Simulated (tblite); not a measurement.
Species: C5H14O2Si2.
Numbering: `[CH3:1][CH2:2][O:3][C@@H:4]1[CH2:5][CH2:6][Si@H:7]([OH:8])[SiH2:9]1` (hydrogens: H10, H11, H12 on C1; H13, H14 on C2; H15 on C4; H16, H17 on C5; H18, H19 on C6; H20 on Si7; H21 on O8; H22, H23 on Si9)

Geometry (GFN2-xTB, Å), atoms numbered from 1 in this order:
```
atom  x, y, z in Å
C1    -3.157    0.485    0.196
C2    -1.893    1.187   -0.300
O3    -0.713    0.641    0.225
C4    -0.261   -0.566   -0.415
C5     0.365   -1.462    0.656
C6     1.556   -0.781    1.332
Si7    2.723   -0.045   -0.001
O8     3.372    1.389    0.436
Si9    1.112   -0.019   -1.651
H10   -3.187    0.504    1.283
H11   -3.180   -0.552   -0.133
H12   -4.036    0.992   -0.193
H13   -1.862    1.174   -1.399
H14   -1.901    2.231    0.033
H15   -1.112   -1.089   -0.862
H16    0.689   -2.389    0.174
H17   -0.390   -1.719    1.405
H18    1.176    0.019    1.970
H19    2.054   -1.496    1.989
H20    3.950   -0.823   -0.158
H21    2.819    2.121    0.698
H22    0.670    1.238   -2.272
H23    1.202   -1.013   -2.731
```

Computed with GFN2-xTB (tblite): harmonic, unscaled wavenumbers at the GFN2-xTB geometry, gas phase. Against measured fundamentals such values can be off by several per cent, at times by over 20. Modes of hydrogen on silicon can be 10 to 20 % off. One conformer, not necessarily the lowest.

Harmonic wavenumbers (cm⁻¹): 26.9, 34.8, 105.1, 133.8, 163.3, 177.0, 194.6, 219.6, 292.6, 304.4, 316.5, 361.1, 398.4, 438.3, 459.9, 540.5, 560.5, 573.6, 630.8, 660.4, 673.0, 708.9, 783.5, 798.8, 814.9, 820.5, 878.7, 889.0, 943.2, 964.3, 999.3, 1073.6, 1105.4, 1114.1, 1125.5, 1133.8, 1176.8, 1230.9, 1267.8, 1287.8, 1311.5, 1334.9, 1341.5, 1399.4, 1471.4, 1475.7, 1487.4, 1489.4, 1497.7, 2181.6, 2193.3, 2249.9, 2867.4, 2898.4, 2938.7, 2943.1, 2957.5, 2974.5, 2990.2, 3030.7, 3042.1, 3042.9, 3663.6.

A = 1984, B = 676.5, C = 649.4 MHz; mass 162.053 u (most abundant isotopes); point group C1, symmetry number 1.

Problem. What is the zero-point energy?

Solution. Half the sum of the wavenumbers: 39582 cm⁻¹ = 473.51 kJ/mol.

Problem. What is S at 400 K and 1 bar for an ideal gas of classical rigid rotors and harmonic oscillators?

Solution. Translation 178.42, rotation 130.40, vibration 223.75: S = 532.6 J/(mol K).

Problem. And Cp and H(400 K) − H(0)?

Solution. Cp = 255.64 J/(mol K), of which vibrations give 222.38 (their classical limit is 63 R = 523.8); H(400 K) − H(0) = 58.99 kJ/mol without the zero-point energy, 45.69 from vibrations.

Problem. What must be added to the electronic energy to get the Gibbs energy at 400 K and 1 bar?

Solution. ZPE + [H(400 K) − H(0)] − T·S = 473.51 + 58.99 − 213.03 = 319.47 kJ/mol.

Problem. Blend soft modes into free rotors: weight 1/[1 + (100 cm⁻¹/ν̃)⁴] for the oscillator and the rest for a rotor with moment μB/(μ + B), μ = h/(8π²ν), B = 10⁻⁴⁴ kg m². What vibrational entropy results?

Solution. 204.20 J/(mol K) in place of 223.75, which changes −T·S at 400 K by +7.82 kJ/mol.

Problem. Which modes carry the vibrational entropy at 400 K?

Solution. 26.9 cm⁻¹: 27.74; 34.8 cm⁻¹: 25.60; 105.1 cm⁻¹: 16.45; 133.8 cm⁻¹: 14.47; 163.3 cm⁻¹: 12.86; 177.0 cm⁻¹: 12.21 J/(mol K); the other 57 give 114.42 together.

Problem. How do the functions run with temperature in this model?

Solution. 
| T (K) | S (J/(mol K)) | Cp (J/(mol K)) | H − H(0) (kJ/mol) | G − H(0) (kJ/mol) | ln q(vib) |
| --- | --- | --- | --- | --- | --- |
| 50 | 262.6 | 60.6 | 2.33 | -10.81 | 1.17 |
| 100 | 314.2 | 91.5 | 6.13 | -25.29 | 2.81 |
| 298.15 | 465.2 | 203.9 | 35.52 | -103.19 | 9.66 |
| 373.15 | 515.3 | 242.8 | 52.30 | -139.97 | 12.25 |
| 500 | 594.3 | 298.0 | 86.74 | -210.42 | 16.58 |
| 750 | 730.7 | 374.1 | 171.49 | -376.56 | 24.73 |
| 1000 | 845.6 | 423.6 | 271.62 | -573.99 | 32.23 |

q(vib) and H(0) count from the zero-point level.

Hindered rotation and anharmonicity are outside this model. Other conformers, if any are populated, would add a mixing term that is left out. The structure is chiral; the term R ln 2 for an equal mix with its mirror image is left out.
